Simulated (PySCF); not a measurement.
Al(Me)(Cl) (CH3AlCl), SMILES [Cl][Al][CH3], multiplicity 2. Atoms are numbered in the order given.

```xyz
6

Al     0.7154    -0.4492     0.0000
C     -0.4899    -2.0116     0.0000
H     -1.1307    -1.9602    -0.8849
H     -1.1307    -1.9602     0.8849
H      0.0429    -2.9621     0.0000
Cl    -0.2437     1.4583     0.0000
```
Charge 0, spin multiplicity 2.

Geometry optimised at B3LYP-D3(BJ)/def2-TZVP. The spin state was assumed, not searched. The isomer is the one that the SMILES or the coordinates give; other isomers of the formula were not compared.

Two levels are set side by side: PBE/pcH-1 (PySCF) and B3LYP/pcH-1 (PySCF). Contact hyperfine couplings, same geometry. Differences are taken from unrounded values.

```json
[
 {"quantity": "A(iso) of 27Al, atom Al1 (MHz)", "PBE": "888.4"},
 {"quantity": "A(iso) of 13C, atom C2 (MHz)", "PBE": "118.3"},
 {"quantity": "A(iso) of 1H, atom H3 (MHz)", "PBE": "5.1"},
 {"quantity": "A(iso) of 1H, atom H4 (MHz)", "PBE": "5.1"},
 {"quantity": "A(iso) of 1H, atom H5 (MHz)", "PBE": "-9.4"},
 {"quantity": "A(iso) of 35Cl, atom Cl6 (MHz)", "PBE": "27.5"}
]
```

Task: These are the PBE values. What does B3LYP give? (The exact figures need the calculation; the answer reports its results.)

Result: 
```json
[
 {"quantity": "A(iso) of 27Al, atom Al1 (MHz)", "B3LYP": "965.8", "PBE minus B3LYP": "-77.4"},
 {"quantity": "A(iso) of 13C, atom C2 (MHz)", "B3LYP": "129.7", "PBE minus B3LYP": "-11.4"},
 {"quantity": "A(iso) of 1H, atom H3 (MHz)", "B3LYP": "5.2", "PBE minus B3LYP": "-0.2"},
 {"quantity": "A(iso) of 1H, atom H4 (MHz)", "B3LYP": "5.2", "PBE minus B3LYP": "-0.2"},
 {"quantity": "A(iso) of 1H, atom H5 (MHz)", "B3LYP": "-10.5", "PBE minus B3LYP": "1.1"},
 {"quantity": "A(iso) of 35Cl, atom Cl6 (MHz)", "B3LYP": "31.0", "PBE minus B3LYP": "-3.5"}
]
```

Rough cost on one machine, each run with all the roots and properties that it gave: B3LYP against PBE within a factor of 2.
